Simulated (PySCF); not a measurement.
## RbZn⁺: from constants to spectrum

RHF-CCSD(T) constants of RbZn⁺, ¹Σ⁺ (singlet), closed shell (basis Rb def2-SVP with ECP28, Zn def2-SVP; scalar-relativistic core potentials; PySCF 2.14; masses 84.9118 and 63.9291 u):

```
ωe              : 55.1 cm⁻¹
ωexe            : 0.717 cm⁻¹
Be              : 0.033132 cm⁻¹
αe              : 0.000428 cm⁻¹
D (centrifugal) : 4.79e-08 cm⁻¹
De to Rb⁺ + Zn  : 0.202 eV
```

**Question.** Give the band origin of the fundamental and the first lines of its P and R branches.

**Answer.** ν0 = ωe − 2ωexe = 53.7 cm⁻¹, B0 = 0.032918, B1 = 0.032490 cm⁻¹.

```csv
J″,P(J″) − ν0,R(J″) − ν0
0,,0.065
1,-0.066,0.129
2,-0.133,0.192
3,-0.200,0.255
4,-0.268,0.316
5,-0.338,0.377
6,-0.408,0.437
```

**Question.** Near which J would the R branch turn back, without centrifugal distortion?

**Answer.** At J ≈ (B0 + B1)/(2(B0 − B1)) − 1 ≈ 75.

Correlated steps freeze 5 core orbitals. The bond is weak. Basis-set superposition, not corrected here, can be much of De in a small basis, most of all at correlated wavefunction levels. For an ion De counts to the pair picked by the measured ionisation energies or electron affinities, which need not be the lowest pair at this level.
